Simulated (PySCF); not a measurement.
C$_{3}$H$_{8}$B (SMILES [CH2]B(C)C), doublet, geometry from GFN2-xTB. Base run: PySCF with DF-CAMB3LYP/6-31G.

Here is a job for PySCF.
```python
from pyscf import gto, scf, dft

mol = gto.M(
    atom='''
C    -0.26820563    1.49953946    0.44604788
B    -0.01277499    0.07989247    0.02288580
C     1.46242388   -0.51063002    0.01113336
C    -1.21635142   -0.85944276   -0.41893968
H    -1.12464021    2.07346567    0.12608431
H     0.38611763    2.05334733    1.10212660
H     1.48209708   -1.54982332    0.33326840
H     2.15045462    0.05551019    0.63420997
H     1.86850661   -0.49764805   -0.99999541
H    -2.05209720   -0.29724337   -0.82914460
H    -0.91067401   -1.60495894   -1.14954611
H    -1.60309058   -1.40891194    0.43911857
''',
    basis='6-31g',
    spin=1,
    verbose=4,
)

mf = dft.UKS(mol)
mf.xc = 'camb3lyp'
mf = mf.density_fit(auxbasis='def2-universal-jkfit')
mf.kernel()
```

Variants of this job, named by their change:

```json
[
 {"change": "base", "basis functions": "52", "E (Eh)": "-143.81164", "HOMO (eV)": "-8.19", "dipole (D)": "0.51", "core-seconds (rough)": "10"},
 {"change": "basis = STO-3G", "basis functions": "…", "E (Eh)": "…", "HOMO (eV)": "…", "dipole (D)": "…", "core-seconds (rough)": "10"},
 {"change": "basis = 6-31+G*", "basis functions": "88", "E (Eh)": "-143.84505", "HOMO (eV)": "-8.42", "dipole (D)": "0.52", "core-seconds (rough)": "30"},
 {"change": "basis = pc-1", "basis functions": "96", "E (Eh)": "…", "HOMO (eV)": "…", "dipole (D)": "0.52", "core-seconds (rough)": "30"},
 {"change": "basis = 6-31G**", "basis functions": "96", "E (Eh)": "-143.85023", "HOMO (eV)": "-8.22", "dipole (D)": "0.53", "core-seconds (rough)": "20"},
 {"change": "basis = cc-pVDZ", "basis functions": "96", "E (Eh)": "-143.84345", "HOMO (eV)": "-8.35", "dipole (D)": "0.51", "core-seconds (rough)": "20"},
 {"change": "basis = 6-311G**", "basis functions": "120", "E (Eh)": "-143.88613", "HOMO (eV)": "-8.45", "dipole (D)": "0.56", "core-seconds (rough)": "30"},
 {"change": "basis = 6-311+G(2d,p)", "basis functions": "156", "E (Eh)": "-143.89102", "HOMO (eV)": "-8.49", "dipole (D)": "0.51", "core-seconds (rough)": "40"},
 {"change": "basis = aug-cc-pVDZ", "basis functions": "164", "E (Eh)": "…", "HOMO (eV)": "…", "dipole (D)": "0.51", "core-seconds (rough)": "40"},
 {"change": "basis = aug-pcseg-1", "basis functions": "164", "E (Eh)": "-143.82342", "HOMO (eV)": "-8.48", "dipole (D)": "0.51", "core-seconds (rough)": "50"},
 {"change": "basis = def2-TZVPD", "basis functions": "220", "E (Eh)": "-143.90119", "HOMO (eV)": "-8.49", "dipole (D)": "0.51", "core-seconds (rough)": "50"},
 {"change": "basis = pc-2", "basis functions": "232", "E (Eh)": "-143.90832", "HOMO (eV)": "-8.50", "dipole (D)": "0.51", "core-seconds (rough)": "70"},
 {"change": "basis = def2-TZVPP", "basis functions": "…", "E (Eh)": "…", "HOMO (eV)": "-8.49", "dipole (D)": "0.51", "core-seconds (rough)": "70"}
]
```

Problem. Complete the blanks.

Solution. 
- basis = STO-3G, basis functions: 28
- basis = STO-3G, E (Eh): -142.10946
- basis = STO-3G, HOMO (eV): -6.73
- basis = STO-3G, dipole (D): 0.59
- basis = pc-1, E (Eh): -143.82197
- basis = pc-1, HOMO (eV): -8.46
- basis = aug-cc-pVDZ, E (Eh): -143.85558
- basis = aug-cc-pVDZ, HOMO (eV): -8.47
- basis = def2-TZVPP, basis functions: 236
- basis = def2-TZVPP, E (Eh): -143.90383

Totals compare only among sets that treat the same electrons; sets with core potentials leave the core out.

Open shells are given as the SCF converged; they aren't shown to be the lowest states, and a large step between rows can be another state.
